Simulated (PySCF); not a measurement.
Isomers of C12H10, mass 154.078 u with the commonest isotopes. Theory: PySCF, PBE0-D3(BJ)/def2-SVP geometry optimisation, gas phase. One conformer each, none proved a minimum here; rigid rotors.

Question: Order these by out-of-plane moment Σ m c² = (Ia + Ib − Ic)/2, largest first.
A. `c1cc2c3c(cccc3c1)CC2` (acenaphthene)
B. `[CH2:1]=[CH:2][c:3]1[cH:4][cH:5][cH:6][c:7]2[cH:8][cH:9][cH:10][cH:11][c:12]12` with C1–C2–C3–C4 -36° (1-vinylnaphthalene)
C. `[CH2:1]=[CH:2][c:3]1[cH:4][cH:5][c:6]2[cH:7][cH:8][cH:9][cH:10][c:11]2[cH:12]1` with C1–C2–C3–C4 5° (2-vinylnaphthalene)

Answer: B (4.20 u·Å²), A (3.14 u·Å²), C (0.13 u·Å²).

Question: Order these by rotational constant A, largest first.
A. `[CH2:1]=[CH:2][c:3]1[cH:4][cH:5][c:6]2[cH:7][cH:8][cH:9][cH:10][c:11]2[cH:12]1` with C1–C2–C3–C4 5°
B. acenaphthene (`C1=CC2=CC=CC3=C2C(=C1)CC3`)
C. `[CH2:1]=[CH:2][c:3]1[cH:4][cH:5][cH:6][c:7]2[cH:8][cH:9][cH:10][cH:11][c:12]12` with C1–C2–C3–C4 -36° (1-vinylnaphthalene)

Answer: A (2794 MHz), C (1607 MHz), B (1414 MHz).

Question: Order these by rotational constant C, largest first.
A. `[CH2:1]=[CH:2][c:3]1[cH:4][cH:5][c:6]2[cH:7][cH:8][cH:9][cH:10][c:11]2[cH:12]1` with C1–C2–C3–C4 5° (2-vinylnaphthalene)
B. `c1cc2c3c(cccc3c1)CC2` (acenaphthene)
C. `[CH2:1]=[CH:2][c:3]1[cH:4][cH:5][cH:6][c:7]2[cH:8][cH:9][cH:10][cH:11][c:12]12` with C1–C2–C3–C4 -36° (1-vinylnaphthalene)

Answer: B (653.0 MHz), C (560.9 MHz), A (483.4 MHz).

```tsv
SMILES	point group	Ia (u·Å²)	Ib (u·Å²)	Ic (u·Å²)	κ	μa (D)	μb (D)	μc (D)
C=Cc1ccc2ccccc2c1	near Cs	180.86	864.88	1045.49	-0.91	0.19	0.02	0.00
c1cc2c3c(cccc3c1)CC2	–	357.44	422.79	773.96	0.43	0.00	0.94	0.00
C=Cc1cccc2ccccc12	C1	314.42	594.94	900.95	-0.45	0.08	0.01	0.00
```
